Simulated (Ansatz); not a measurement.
AlCl2H3Si, SMILES `[SiH3][Al]([Cl])[Cl]` at its PBE0-D4/def2-TZVP geometry, where that method's forces vanish. Total charge 0; spin multiplicity 1.

```csv
atom,x (Å),y (Å),z (Å)
Si1,0.962,-0.598,-0.083
Al2,-1.107,0.671,0.079
Cl3,-1.238,2.351,1.317
Cl4,-2.824,0.148,-0.993
H5,0.818,-1.740,-1.023
H6,2.058,0.288,-0.558
H7,1.331,-1.120,1.261
```

Question: For each bond, give half the difference of the two atoms' forces along it (eV/Å; positive pushes the atoms apart) under PBE-D4, r2SCAN-D4, B3LYP-D4, ωB97M-V in def2-TZVPP. (Estimate.)

Answer: The calculation gave: 
| bond | length (Å) | PBE-D4 | r2SCAN-D4 | B3LYP-D4 | ωB97M-V |
| --- | --- | --- | --- | --- | --- |
| Si1–Al2 | 2.433 | -0.15 | -0.03 | -0.02 | -0.05 |
| Si1–H5 | 1.486 | 0.09 | -0.01 | -0.06 | -0.09 |
| Si1–H6 | 1.488 | 0.10 | 0.00 | -0.06 | -0.10 |
| Si1–H7 | 1.488 | 0.10 | 0.00 | -0.06 | -0.10 |
| Al2–Cl3 | 2.091 | 0.18 | 0.03 | 0.11 | 0.06 |
| Al2–Cl4 | 2.091 | 0.18 | 0.03 | 0.11 | 0.06 |

B3LYP here is the variant with VWN-RPA as its local correlation; programs differ in this.

Program: Ansatz 0.2.0.
